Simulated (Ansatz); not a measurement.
H7NSSi2 can be A, `N[SiH]([SiH3])S`, or B, `N[SiH2]S[SiH3]`.

Isolated molecules relaxed with PBE0-D4/def2-TZVP in Ansatz; ΔE leaves out vibrations. CCSD(T)/CBS is the MP2 limit (def2-TZVPP, def2-QZVPP) plus CCSD(T) − MP2 in def2-TZVPP, frozen cores. Functionals use def2-TZVPP. One conformer a species, not always the lowest.

A:

```xyz
11

N     1.276   -1.422    0.303
Si    0.711    0.176    0.061
Si   -1.425    0.148   -0.893
S     0.573    1.233    1.940
H     0.725   -2.090    0.816
H     2.262   -1.598    0.410
H     1.711    0.843   -0.816
H    -2.011    1.517   -0.847
H    -2.301   -0.764   -0.106
H    -1.400   -0.314   -2.307
H    -0.120    2.270    1.439
```

B:

Z-matrix (Å, degrees):
```
Si
S 1 2.154
N 1 1.707 2 113.7
H 1 1.486 2 106.2 3 -121.3
H 1 1.482 2 109.3 3 119.0
Si 2 2.132 1 97.2 3 145.8
H 3 1.007 1 120.7 2 -60.2
H 3 1.007 1 119.6 2 85.1
H 6 1.483 2 106.5 1 172.1
H 6 1.485 2 111.2 1 -68.4
H 6 1.486 2 111.3 1 52.8
```

Q: Which is lower in electronic energy at CCSD(T)/CBS, and by how much? (Best estimate.)

A: The calculation gave: B, by 15.7 kcal/mol.

Q: Give E(B) − E(A) in kcal/mol with PBE0-D4, B2PLYP, r2SCAN-D4, PBE-D4, MP2/def2-TZVPP, ωB97M-V, CCSD(T)/def2-TZVPP. (Best estimate.)

A: Computed: PBE0-D4 -13.8, B2PLYP -15.6, r2SCAN-D4 -14.9, PBE-D4 -12.6, MP2/def2-TZVPP -17.5, ωB97M-V -16.2, CCSD(T)/def2-TZVPP -15.2. None reverses the order clearly.

Largest T1 diagnostic: 0.012.

From PBE to PBE0 (25 % exact exchange), in def2-TZVPP and without D4, E(B) − E(A) moves by −1.2 kcal/mol.
